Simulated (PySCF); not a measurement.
Ga(H)(SH)2, SMILES [SH][GaH][SH] (B3LYP/def2-SVP optimised geometry):

```
6

Ga    -0.177     0.000     0.000
H      1.385     0.000     0.000
S     -1.385     1.862     0.000
H     -0.303     2.677    -0.002
S     -1.384    -1.862     0.000
H     -0.303    -2.677     0.000
```

Level of theory: PySCF with B3LYP/def2-TZVP.

### Question
What are the frontier orbital energies and the dipole moment?

### Answer
HOMO-2 -8.48 eV, HOMO-1 -7.84 eV, HOMO -7.24 eV, LUMO -1.46 eV, LUMO+1 -0.69 eV; dipole moment 2.06 D.

On the same geometry PBE/def2-TZVP (PySCF) gives HOMO-2 -7.49 eV, HOMO-1 -6.89 eV, HOMO -6.31 eV, LUMO -1.97 eV, LUMO+1 -1.31 eV; dipole moment 1.97 D.

Meta-Löwdin charges at B3LYP/def2-TZVP: Ga1 0.37, H2 -0.06, S3 -0.26, H4 0.11, S5 -0.26, H6 0.11.
